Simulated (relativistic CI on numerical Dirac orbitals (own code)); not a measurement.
# Rh²⁹⁺: sensitivity of the levels to the model

Base calculation: Dirac-Coulomb-Breit CI, separate exchange-only KLI orbitals for each configuration, QED by a radiative potential, unscaled Slater integrals.

Configuration list (outside the closed core [Ne]): 3s2 3p4, 3s 3p5, 3s2 3p3 3d, 3p6, 3s 3p4 3d, 3p5 3d, 3s 3p3 3d2, 3s2 3p2 3d 4p, 3p5 4s, 3s 3p3 3d 4s, 3s2 3p3 4s, 3p5 4p, 3s2 3p2 3d2, 3s2 3p 3d3, 3s 3p2 3d3, 3s2 3p 3d2 4s, 3p4 3d2, 3p3 3d3, 3p3 3d2 4s, 3s2 3p2 3d 4s, 3s 3p2 3d2 4s, 3s2 3p 3d 4s2. Double excitations out of closed p, d and f shells are left out; levels of such configurations are missing from the list, as are those of other unlisted configurations, and high levels can miss mixing partners.

Variants: (1) configuration mixing switched off; (2) only the first 3 configurations. Shifts of the energy above 3s2 3p4 3P_2, in cm⁻¹, for the lowest level and the first level of each name with at least 55 % of one term (blank where a level changes its place among those of its configuration and J or its character, or is not in the variant):

```tsv
Level	Base	Δ(1)	Δ(2)
3s2 3p4 3P_2	0	0	0
3s2 3p4 3P_1	247894	+1905	+1905
3s2 3p4 1D_2	295489	+4157	+4157
3s 3p5 3P°_2	895574	+110410	-12535
3s 3p5 3P°_0	1149500	+126197	-13670
3s2 3p3 3d 3D°_1	1183169	-10678	-11787
3s2 3p3 3d 1S°_0	1214299	-13499	-6521
3s2 3p3 3d 3F°_3	1226070	-13714	-13714
3s2 3p3 3d 3D°_3	1253574	-12583	-12583
3s2 3p3 3d 3G°_4	1265453	-17198	-17198
3s2 3p3 3d 3G°_5	1333691	-17525	-17525
3s 3p4 3d 5D_2	1821143	+24163	
3s 3p4 3d 5D_3	1822679	+22123	
3s 3p4 3d 5D_4	1846612	+20940	
3s 3p4 3d 5F_5	1927464	-5096
```

At this charge energies of transitions that change n are usually good to better than 1 %, and those within a shell (Δn = 0) to a few per cent.

Ionisation energy from the two ground configurations alone: base 1678.72 eV. The NIST ASD value (semi-empirical) is 1677.6 eV.

LS names give the leading component of a level, which can be under half, so a name can repeat, a term be missing and a line seem to break the LS rules.
